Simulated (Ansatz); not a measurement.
Start from `COB(Cl)Cl` and change one element to get `CSB(Cl)Cl`.

Ansatz, PBE0-D4/def2-TZVP geometries, multiplicity 1. Each molecule was computed in one conformer, which needn't be the lowest.

```tsv
property	`COB(Cl)Cl`
LUMO energy (ωB97M-V/def2-TZVPP) / eV	1.89
HOMO energy (PBE/def2-TZVPP) / eV	-7.45
LUMO energy (PBE0/def2-TZVPP) / eV	-0.22
HOMO–LUMO gap (PBE/def2-TZVPP) / eV	6.25
HOMO–LUMO gap (PBE0/def2-TZVPP) / eV	8.68
LUMO energy (PBE/def2-TZVPP) / eV	-1.21
```

Task: Give the same properties after the change, and the shifts. (Best estimate.)

Result: Computed: 
```tsv
property	`CSB(Cl)Cl`	shift
LUMO energy (ωB97M-V/def2-TZVPP) / eV	0.95	-0.94
HOMO energy (PBE/def2-TZVPP) / eV	-6.57	0.88
LUMO energy (PBE0/def2-TZVPP) / eV	-1.12	-0.90
HOMO–LUMO gap (PBE/def2-TZVPP) / eV	4.57	-1.68
HOMO–LUMO gap (PBE0/def2-TZVPP) / eV	6.63	-2.05
LUMO energy (PBE/def2-TZVPP) / eV	-2.00	-0.79
```

With PBE0 the HOMO rises by 1.15 eV and the LUMO falls by 0.90 eV, so the gap narrows by about 2.05 eV. PBE moves the HOMO by 0.88 eV and ωB97M-V by 1.28 eV.
